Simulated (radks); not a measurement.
The numbers below are computed, except where a source is named.
Problem. Radial electron density D(r) = 4 pi r^2 rho(r) of an atom or ion with 16.3 electrons. Level of theory: Dirac Kohn-Sham, PBEsol, spin-unpolarised, spherical densities, point nucleus (a radial shooting solver on a logarithmic mesh with Libxc functionals).

| r (bohr) | D(r) (e/bohr) |
|---|---|
| 0.001247 | 2.330 |
| 0.001395 | 2.828 |
| 0.00156 | 3.426 |
| 0.001731 | 4.088 |
| 0.001936 | 4.933 |
| 0.002165 | 5.939 |
| 0.002403 | 7.038 |
| 0.002688 | 8.427 |
| 0.003006 | 10.05 |
| 0.003336 | 11.81 |
| 0.003731 | 13.98 |
| 0.00414 | 16.29 |
| 0.00463 | 19.10 |
| 0.005179 | 22.28 |
| 0.005747 | 25.55 |
| 0.006428 | 29.40 |
| 0.00719 | 33.57 |
| 0.007978 | 37.67 |
| 0.008923 | 42.25 |
| 0.009981 | 46.87 |
| 0.01107 | 51.07 |
| 0.01239 | 55.30 |
| 0.01385 | 59.04 |
| 0.01537 | 61.87 |
| 0.0172 | 64.05 |
| 0.01923 | 65.17 |
| 0.02134 | 65.22 |
| 0.02387 | 64.24 |
| 0.0267 | 62.40 |
| 0.02963 | 60.24 |
| 0.03314 | 57.93 |
| 0.03677 | 56.30 |
| 0.04113 | 55.68 |
| 0.046 | 56.70 |
| 0.05104 | 59.26 |
| 0.05709 | 63.55 |
| 0.06386 | 68.72 |
| 0.07085 | 73.29 |
| 0.07925 | 76.65 |
| 0.08864 | 77.07 |
| 0.09836 | 74.05 |
| 0.11 | 67.06 |
| 0.1231 | 57.11 |
| 0.1365 | 46.82 |
| 0.1527 | 36.71 |
| 0.1708 | 29.49 |
| 0.1895 | 26.21 |
| 0.212 | 25.93 |
| 0.2371 | 27.36 |
| 0.2631 | 28.31 |
| 0.2943 | 27.28 |
| 0.3266 | 23.93 |
| 0.3653 | 18.40 |
| 0.4086 | 12.32 |
| 0.4533 | 7.429 |
| 0.5071 | 3.688 |
| 0.5672 | 1.537 |
| 0.6293 | 0.5744 |
| 0.7039 | 0.1623 |
| 0.7873 | 0.03631 |
| 0.8736 | 0.007176 |
| 0.9771 | 0.0009509 |

What is the nuclear charge?

Solution. Z = 50. The innermost maximum, from 1s, lies near gamma/Z bohr with gamma = sqrt(1 - (Z/c)^2) = 0.931, here 0.0186 bohr (found: 0.0203), and its height grows with Z. The density is that of the tin ion Sn33.7+ in [Ne] 3s2 3p4.3; the configuration itself is not fixed sharply by these data, and Z only to a few units. D(r) has 3 maxima, at r = 0.0203, 0.0852, 0.265 bohr, and minima at 0.0408, 0.202 bohr, inside which lie 2.06, 10.49 electrons.
